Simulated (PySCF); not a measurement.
Stepwise substitution at one centre (Al OH-H). Isolated molecules, 0 K electronic values unless said otherwise. One relaxed conformer stands for each flexible species; it need not be the lowest. Strings in code marks are SMILES.

All values below come from TPSSh-D3(BJ)/def2-TZVP // CAM-B3LYP-D3(BJ)/def2-TZVP (PySCF). All candidates: neutral, multiplicity 1. Delta-SCF ions had no search for a lower state. 

```json
{
  "vertical ionisation energy (Delta-SCF)": "11.13 eV",
  "LUMO": "-2.00 eV",
  "HOMO–LUMO gap": "6.05 eV"
}
```

Q: Which member has these values?
(A) `[OH][AlH][OH]` (H–O–Al–O torsion 0°, O–Al–O–H torsion 0°)
(B) `[OH][AlH2]`
(C) `[AlH3]`
(D) `[OH][Al]([OH])[OH]`

A: C, `[AlH3]`. The others give `[OH][Al]([OH])[OH]`: 10.94 eV, -0.69 eV, 7.36 eV; `[OH][AlH2]`: 10.73 eV, -1.20 eV, 6.56 eV; `[OH][AlH][OH]` (H–O–Al–O torsion 0°, O–Al–O–H torsion 0°): 11.21 eV, -0.36 eV, 7.76 eV
